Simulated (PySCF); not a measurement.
Bonds (- single, = double, # triple, : aromatic): C1-C2, C2=C3, C3-C4, C4-F5, C2-O6, O6-Si7, Si7-C8, C8-F9. C1 carries H10, H11, H12; C3 carries H13; C4 carries H14, H15; Si7 carries H16, H17; C8 carries H18, H19. Stereochemistry as in C/C(=C\CF)O[SiH2]CF.

PySCF calculation with GFN2-xTB structure and PBE0/pcSseg-1 with gauge-including orbitals; non-relativistic Hamiltonian, one averaged value for each set of equivalent atoms, no solvent model, one computed conformer.

Q: List the cross peaks expected in HSQC, COSY and HMBC spectra.

A: 

HSQC (one-bond C–H):
```tsv
δH	δC
5.33 (H13)	110.2 (C3)
5.21 (H14/H15)	80.5 (C4)
5.08 (H18/H19)	76.9 (C8)
2.15 (H10/H11/H12)	18.2 (C1)
```

COSY cross peaks (H two or three bonds apart, from the bond graph; peaks can be absent where the dihedral angle is near 90°):
```tsv
δH	δH
5.33 (H13)	5.21 (H14/H15)
5.17 (H16/H17)	5.08 (H18/H19)
```

HMBC (two and three bonds, from the bond graph):
```tsv
δH	δC
5.33 (H13)	164.7 (C2), 80.5 (C4), 18.2 (C1)
5.21 (H14/H15)	164.7 (C2), 110.2 (C3)
5.17 (H16/H17)	164.7 (C2), 76.9 (C8)
2.15 (H10/H11/H12)	164.7 (C2), 110.2 (C3)
```

Scale: 1H, 13C vs TMS (reference shieldings calculated alike).

Short H···H contacts in this conformer between protons four or more bonds apart (candidates for NOE cross peaks, intensity ∝ r⁻⁶): H11···H14 2.50 Å.

Shifts are as computed. Against solution values, carbons near 30 ppm lie about +3 ppm off and those near 130 ppm about +5 ppm. Of 1211 compounds with measured shifts, 218 miss one by over three times the rms of a fit or turn the order of signals round; such compounds aren't used in these exercises.
